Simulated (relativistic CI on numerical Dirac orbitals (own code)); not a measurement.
Sensitivity of the levels of Pr9+ to α and to the nuclear radius

These numbers are calculated, not measured: Dirac-Coulomb-Breit CI, separate exchange-only KLI orbitals for each configuration, derivatives by finite differences, unscaled Slater integrals, QED left out (own radial code, finite nucleus).

Configurations in the expansion (outside the closed core [Kr] 4d10): 4f²5s², 4f5s²5p, 4f²5s5p, 4f5s5p², 5s²5p5d, 5s²5p², 5s5p³, 4f²5p², 4f5p³, 5s²5d², 5s5p5d². Double excitations out of closed p, d and f shells are left out; levels of such configurations are missing from the list, as are those of other unlisted configurations, and high levels can miss mixing partners.

With x = (α/α₀)² − 1 an excitation energy changes as ω = ω₀ + qx; K = 2q/ω₀ is the relative enhancement. Terms are leading LS components, so labels can repeat. The field-shift factor is F = δν/δ⟨r²⟩ for the transition from the lowest level.

Lowest level 5s²5p² ³P0.

| Level | ω₀ (cm⁻¹) | q (cm⁻¹) | F (GHz/fm²) |
| --- | --- | --- | --- |
| 4f5s²5p ³G3 | 23087.7 | 70600 | -11 |
| 4f5s²5p ³F2 | 25417.4 | 67380 | -9.8 |
| 5s²5p² ³P1 | 27836.1 | 38260 | -2.06 |
| 4f5s²5p ³F3 | 27957.6 | 74980 | -11 |
| 4f5s²5p ³G4 | 29966.4 | 75120 | -11 |
| 5s²5p² ³P2 | 36860.0 | 50050 | -4.02 |
| 4f5s²5p ³G3 | 55601.6 | 110000 | -13.4 |
| 4f5s²5p ³F4 | 58996.6 | 111700 | -13.3 |
| 4f5s²5p ³D2 | 63010.1 | 100900 | -10.9 |
| 4f5s²5p ³G5 | 64490.1 | 112900 | -13.2 |
| 4f5s²5p ³D3 | 64827.8 | 111100 | -13.2 |
| 4f5s²5p ³D2 | 68488.8 | 98620 | -9.62 |
| 4f5s²5p ³D1 | 69202.7 | 110700 | -13.5 |
| 4f5s²5p ¹G4 | 70994.7 | 112500 | -13.8 |
| 4f²5s² ³H4 | 75356.6 | 138900 | -20.8 |
| 4f²5s² ³H5 | 77472.7 | 141100 | -20.8 |
| 4f²5s² ³H6 | 79782.4 | 143100 | -20.7 |
| 4f²5s² ³F2 | 83113.5 | 137800 | -20.4 |
| 4f5s²5p ¹D2 | 84297.2 | 104200 | -11.4 |
| 4f²5s² ³F3 | 84517.8 | 140900 | -20.7 |
| 4f²5s² ³F4 | 84914.8 | 140300 | -20.6 |
| 4f²5s² ¹G4 | 88153.7 | 142000 | -20.3 |
| 5s²5p² ¹S0 | 92236.8 | 80570 | -4.63 |

At this charge transitions that keep the count of f electrons are usually good to a few per cent. Levels and lines within the n = 5 or 6 shells can be off by up to 10 % or somewhat more, and those that change n by about 2 %, since core polarisation is missing. Levels that differ in their count of f electrons can be misplaced by several ten thousand cm⁻¹, since the correlation energy of f electrons is missing or only estimated; rates across such gaps can be off by orders of magnitude.

**Question.** Which transition from the lowest level has the largest |K|?

**Answer.** 4f5s²5p ³G3 at 23087.7 cm⁻¹, K = 6.12.
